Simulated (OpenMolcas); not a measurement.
Pt2+: effect of the IPEA shift

```json
{
 "Program": "OpenMolcas",
 "Basis": "ANO-RCC-VTZP [8s7p5d3f1g]",
 "Scalar Hamiltonian": "DKH2, point nucleus",
 "Active space": "8 electrons in 5 orbitals (5d)",
 "State averaging": "2S+1 = 3 even, 10 roots; 2S+1 = 1 even, 15 roots",
 "Spin-orbit coupling": "state interaction with AMFI integrals over the reference wave functions, term energies averaged over their components"
}
```

Methods on the same reference wave functions:
A. CASSCF
B. SS-CASPT2, IPEA 0 Eh, imaginary shift 0.1 Eh (closed shells correlated: 5s 5p)
C. SS-CASPT2, IPEA 0.25 Eh, imaginary shift 0.1 Eh (closed shells correlated: 5s 5p)

Energies in cm-1 above 5d8 3F4, the measured ground level; measured values from NIST levels as listed in McCann et al., Mon. Not. R. Astron. Soc. 538, 537 (2025).

```
         Level      A      B      C  Measured
       5d8 3F4    0.0    0.0    0.0       0.0
       5d8 3F3   9869   9980   9990      9752
5d8 3P2 [52 %]  17561  15370  15770          
       5d8 3P0  21045  16440  17110     14939
       5d8 3P1  22858  18650  19410     16782
       5d8 1G4  25847  22940  22830     21331
       5d8 1S0  55310  48430  48610
```

Deviations, from unrounded energies. A percentage is the sum of absolute deviations over the sum of measured energies, with the sign that they share, or ± where signs differ.

```
                        Against measurement  Levels      A     B      C
             mean absolute deviation (cm-1)       4   4200  1300   1600
      fine structure of the ground term (%)       1   +1.2  +2.3   +2.4
other terms of the ground configuration (%)       3  +31.5  +9.4  +11.9
```

B lies closest to measurement on these levels and A furthest from it. The largest miss of B in the table is 5d8 3P1, by +1900 cm-1. The ranking rests on the paired levels alone, and a cruder setting can come out closer through cancelling errors.

Between B and C the level of the table that moves most is 5d8 3P1, by 760 cm-1 (lowest in B, highest in C). Moves below CASPT2's spread within the term are not significant.

The mean deviations of B to C differ by less than CASPT2's widest spread within a term (1300 cm-1), so their order carries little weight.

From A to B the spin-free energies of the other terms of 5d8 shown, above 3F, scale by factors of 0.67 to 0.83.

The lowest spin-free term lies below A's lowest term by 0.442 hartree in B, 0.435 hartree in C.

CASPT2 does not keep the components of a term degenerate, so their means are used; among the terms shown or strongly mixed into the levels shown the widest spread is 1300 cm-1 (5d8 1G, B). Configurations with an s electron lie low in 5d ions of this charge, fall among these levels and mix in, so low-spin terms can stand far too high, up to twice their true height, and weights are not those of the real levels. Without dynamic correlation excited terms often stand tens of per cent too high (terms of higher spin than the ground term too low), and those without a measured partner can miss by more than the paired ones (holds for A). Some terms miss by over 15 % even with CASPT2, which points to a basis or an active space too small for the shells correlated (holds for C). Computed and measured levels are paired by configuration, term and J; levels that our copy of the source lacks, or whose pairing is in doubt (as where it misses far off the trend of its configuration), stay unpaired and out of the deviations. Only configurations of the active space appear. The table leaves out levels that lie high or whose names do not pair safely across all columns.

A share in square brackets marks a mixed level and gives the weight of the term that names it, the lowest over the columns.
